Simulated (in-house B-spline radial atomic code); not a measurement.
Ionising Cr⁺ with different functionals

Computed with an all-electron radial atomic-structure program (B-spline basis): four-component Dirac-Coulomb Hamiltonian, Fermi nucleus of rms radius 3.6452 fm, spin-restricted, spherical fractional occupations for the functionals. The ionisation energy is the difference of two self-consistent energies, [Ar] 3d5 → [Ar] 3d4, without Breit or QED terms; ε is the level of the shell that loses the electron (mean over j). The electron is taken from both j subshells in proportion to 2j + 1, so the result is a j average, not the step between ground levels.

Hybrids are left out here: with spherical fractional occupations of an open shell their exact exchange keeps a self-interaction that integer-occupation calculations don't have.

| method | rung | ΔSCF (eV) | -ε(3d) (eV) |
| --- | --- | --- | --- |
| LDA VWN5 | LDA | 16.35 | 10.16 |
| relativistic LDA | LDA | 16.36 | 10.17 |
| LDA PW92 | LDA | ? | ? |
| LDA exchange-only | LDA | 14.99 | 8.96 |
| PBE | GGA | 16.05 | 9.87 |
| PBEsol | GGA | 16.01 | 9.84 |
| BLYP | GGA | 16.09 | 9.92 |
| RPBE | GGA | 15.95 | 9.77 |
| PW91 | GGA | ? | ? |
| BP86 | GGA | 16.15 | 10.00 |
| AM05 | GGA | 16.01 | 9.83 |
| OLYP | GGA | 15.97 | 9.71 |

**Question.** What does LDA PW92 give?

**Answer.** ΔSCF 16.34 eV, and -ε(3d) = 10.16 eV.

**Question.** What does PW91 give?

**Answer.** ΔSCF 16.13 eV, and -ε(3d) = 9.94 eV.

**Question.** How do they compare with the NIST value?

**Answer.** NIST lists 16.486 eV (measured, ground level to ground level). Errors run from -1.50 to -0.13 eV; relativistic LDA is closest (-0.13 eV), but part of that can be cancellation, since the calculations leave out Breit-QED terms, spin polarisation, the choice among j levels, multiplet and fine-structure energies.
